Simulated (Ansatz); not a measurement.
Relaxation of a periodic cell of 17 atoms, Ba$_{16}$O (host Ba, host structure bcc, interstitial O), to a largest force component of 0.08 eV/Å in at most 25 steps.

Computed with DFT PBEsol, scalar-relativistic, plane waves, PAW (Ansatz 0.2.0). Settings: cutoff 420 eV, k mesh 1x1x1, fermi-dirac smearing 0.1 eV, no spin polarisation.

```xyz
17
Lattice="10.0400 0.0000 0.0000 0.0000 10.0400 0.0000 0.0000 0.0000 10.0400" Properties=species:S:1:pos:R:3
Ba 0.000 0.000 0.000
Ba 5.020 0.000 0.000
Ba 0.000 5.020 0.000
Ba 0.000 0.000 5.020
Ba 2.510 2.510 2.510
Ba 5.020 5.020 0.000
Ba 5.020 0.000 5.020
Ba 7.530 2.510 2.510
Ba 0.000 5.020 5.020
Ba 2.510 7.530 2.510
Ba 2.510 2.510 7.530
Ba 5.020 5.020 5.020
Ba 7.530 7.530 2.510
Ba 7.530 2.510 7.530
Ba 2.510 7.530 7.530
Ba 7.530 7.530 7.530
O 2.495 0.001 8.832
```

Problem. Where does it end, and by what steps?

Solution. It converged. The threshold is loose, so the end isn't yet a minimum. The force dipped under the threshold on the way, but the program's further checks kept it going. Limits of this set-up: coarse k mesh. After 4 steps the energy has fallen by 0.957 eV; Ba2 moved furthest, 0.32 Å.

| step | energy less start (eV) | largest force component (eV/Å) | accepted |
| --- | --- | --- | --- |
| 0 | 0.0000 | 1.226 | yes |
| 1 | -0.7773 | 0.566 | yes |
| 2 | -0.8764 | 0.522 | yes |
| 3 | -0.9567 | 0.073 | yes |
| 4 | -0.9567 | 0.073 | yes |

```xyz
17
Lattice="10.0400 0.0000 0.0000 0.0000 10.0400 0.0000 0.0000 0.0000 10.0400" Properties=species:S:1:pos:R:3
Ba 0.321 0.000 -0.036
Ba 4.698 0.000 -0.036
Ba -0.009 5.020 0.039
Ba -0.095 0.000 4.884
Ba 2.509 2.607 2.652
Ba 5.027 5.020 0.039
Ba 5.113 0.000 4.884
Ba 7.529 2.562 2.517
Ba -0.051 5.020 5.019
Ba 2.509 7.433 2.652
Ba 2.509 2.192 7.572
Ba 5.070 5.020 5.019
Ba 7.529 7.478 2.517
Ba 7.529 2.519 7.496
Ba 2.509 7.848 7.572
Ba 7.529 7.521 7.496
O 2.508 0.000 8.789
```

Whether the end is a true minimum wasn't checked by a vibrational analysis.

Time of the run: 25 s on 2 threads of Arm Neoverse V1 (shared host), peak memory 0.82 GiB.
